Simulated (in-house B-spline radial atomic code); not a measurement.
Orbital energies and mean radii along the 47-electron series, configuration [Kr] 4d10 5s1. The effective charge is n√(-2ε), a non-relativistic measure. Computed with a radial B-spline atomic code at the basis-set limit: non-relativistic Hartree-Fock, average of the configuration, point nuclei.

This level leaves out relativity, spin-orbit splitting included, which matters for heavy ions.

```json
{"ion": "Ag", "Z": "47", "energy of 3p (Eh)": "-21.945", "mean radius of 3p (bohr)": "0.37142", "energy of 3d (Eh)": "-14.678", "mean radius of 3d (bohr)": "0.34443", "energy of 5s (Eh)": "-0.21998", "mean radius of 5s (bohr)": "3.6565", "energy of 4d (Eh)": "-0.5374", "mean radius of 4d (bohr)": "1.3698", "effective charge of 3p": "19.875"}
{"ion": "Cd+", "Z": "48", "energy of 3p (Eh)": "-23.898", "mean radius of 3p (bohr)": "0.36112", "energy of 3d (Eh)": "-16.374", "mean radius of 3d (bohr)": "0.33349", "energy of 5s (Eh)": "-0.54833", "mean radius of 5s (bohr)": "2.8981", "energy of 4d (Eh)": "-1.0664", "mean radius of 4d (bohr)": "1.2432", "effective charge of 3p": "20.741"}
{"ion": "In2+", "Z": "49", "energy of 3p (Eh)": "-26.014", "mean radius of 3p (bohr)": "0.35137", "energy of 3d (Eh)": "-18.23", "mean radius of 3d (bohr)": "0.32323", "energy of 5s (Eh)": "-0.94288", "mean radius of 5s (bohr)": "2.5123", "energy of 4d (Eh)": "-1.7007", "mean radius of 4d (bohr)": "1.1459", "effective charge of 3p": "21.639"}
{"ion": "Sn3+", "Z": "50", "energy of 3p (Eh)": "-28.274", "mean radius of 3p (bohr)": "0.34211", "energy of 3d (Eh)": "-20.23", "mean radius of 3d (bohr)": "0.31359", "energy of 5s (Eh)": "-1.3948", "mean radius of 5s (bohr)": "2.2551", "energy of 4d (Eh)": "-2.4237", "mean radius of 4d (bohr)": "1.0672", "effective charge of 3p": "22.559"}
{"ion": "Sb4+", "Z": "51", "energy of 3p (Eh)": "-30.668", "mean radius of 3p (bohr)": "0.33332", "energy of 3d (Eh)": "-22.364", "mean radius of 3d (bohr)": "0.30451", "energy of 5s (Eh)": "-1.8996", "mean radius of 5s (bohr)": "2.0635", "energy of 4d (Eh)": "-3.2278", "mean radius of 4d (bohr)": "1.0015", "effective charge of 3p": "23.495"}
{"ion": "Te5+", "Z": "52", "energy of 3p (Eh)": "-33.193", "mean radius of 3p (bohr)": "0.32495", "energy of 3d (Eh)": "-24.626", "mean radius of 3d (bohr)": "0.29595", "energy of 5s (Eh)": "-2.4544", "mean radius of 5s (bohr)": "1.9116", "energy of 4d (Eh)": "-4.1087", "mean radius of 4d (bohr)": "0.94527", "effective charge of 3p": "24.443"}
{"ion": "I6+", "Z": "53", "energy of 3p (Eh)": "-35.844", "mean radius of 3p (bohr)": "0.31698", "energy of 3d (Eh)": "-27.015", "mean radius of 3d (bohr)": "0.28785", "energy of 5s (Eh)": "-3.0573", "mean radius of 5s (bohr)": "1.7865", "energy of 4d (Eh)": "-5.0634", "mean radius of 4d (bohr)": "0.89625", "effective charge of 3p": "25.401"}
{"ion": "Xe7+", "Z": "54", "energy of 3p (Eh)": "-38.618", "mean radius of 3p (bohr)": "0.30937", "energy of 3d (Eh)": "-29.526", "mean radius of 3d (bohr)": "0.28018", "energy of 5s (Eh)": "-3.707", "mean radius of 5s (bohr)": "1.6808", "energy of 4d (Eh)": "-6.0899", "mean radius of 4d (bohr)": "0.85296", "effective charge of 3p": "26.365"}
{"ion": "Cs8+", "Z": "55", "energy of 3p (Eh)": "-41.515", "mean radius of 3p (bohr)": "0.30212", "energy of 3d (Eh)": "-32.158", "mean radius of 3d (bohr)": "0.27291", "energy of 5s (Eh)": "-4.4025", "mean radius of 5s (bohr)": "1.5895", "energy of 4d (Eh)": "-7.1868", "mean radius of 4d (bohr)": "0.81431", "effective charge of 3p": "27.336"}
{"ion": "Ba9+", "Z": "56", "energy of 3p (Eh)": "-44.531", "mean radius of 3p (bohr)": "0.29518", "energy of 3d (Eh)": "-34.91", "mean radius of 3d (bohr)": "0.26601", "energy of 5s (Eh)": "-5.1429", "mean radius of 5s (bohr)": "1.5097", "energy of 4d (Eh)": "-8.3528", "mean radius of 4d (bohr)": "0.77951", "effective charge of 3p": "28.312"}
{"ion": "La10+", "Z": "57", "energy of 3p (Eh)": "-47.667", "mean radius of 3p (bohr)": "0.28855", "energy of 3d (Eh)": "-37.781", "mean radius of 3d (bohr)": "0.25944", "energy of 5s (Eh)": "-5.9276", "mean radius of 5s (bohr)": "1.4389", "energy of 4d (Eh)": "-9.5871", "mean radius of 4d (bohr)": "0.74794", "effective charge of 3p": "29.292"}
{"ion": "Ce11+", "Z": "58", "energy of 3p (Eh)": "-50.92", "mean radius of 3p (bohr)": "0.2822", "energy of 3d (Eh)": "-40.769", "mean radius of 3d (bohr)": "0.25319", "energy of 5s (Eh)": "-6.756", "mean radius of 5s (bohr)": "1.3755", "energy of 4d (Eh)": "-10.889", "mean radius of 4d (bohr)": "0.71912", "effective charge of 3p": "30.275"}
{"ion": "Pr12+", "Z": "59", "energy of 3p (Eh)": "-54.291", "mean radius of 3p (bohr)": "0.27612", "energy of 3d (Eh)": "-43.874", "mean radius of 3d (bohr)": "0.24724", "energy of 5s (Eh)": "-7.6278", "mean radius of 5s (bohr)": "1.3183", "energy of 4d (Eh)": "-12.258", "mean radius of 4d (bohr)": "0.69268", "effective charge of 3p": "31.261"}
{"ion": "Nd13+", "Z": "60", "energy of 3p (Eh)": "-57.778", "mean radius of 3p (bohr)": "0.27029", "energy of 3d (Eh)": "-47.095", "mean radius of 3d (bohr)": "0.24155", "energy of 5s (Eh)": "-8.5426", "mean radius of 5s (bohr)": "1.2664", "energy of 4d (Eh)": "-13.693", "mean radius of 4d (bohr)": "0.66831", "effective charge of 3p": "32.249"}
{"ion": "Pm14+", "Z": "61", "energy of 3p (Eh)": "-61.382", "mean radius of 3p (bohr)": "0.26469", "energy of 3d (Eh)": "-50.432", "mean radius of 3d (bohr)": "0.23612", "energy of 5s (Eh)": "-9.5001", "mean radius of 5s (bohr)": "1.2189", "energy of 4d (Eh)": "-15.194", "mean radius of 4d (bohr)": "0.64575", "effective charge of 3p": "33.24"}
```

Question: How does the screening of 3p change?

Answer: Z less the effective charge goes from 27.12 at Z = 47 to 27.76 at Z = 61.
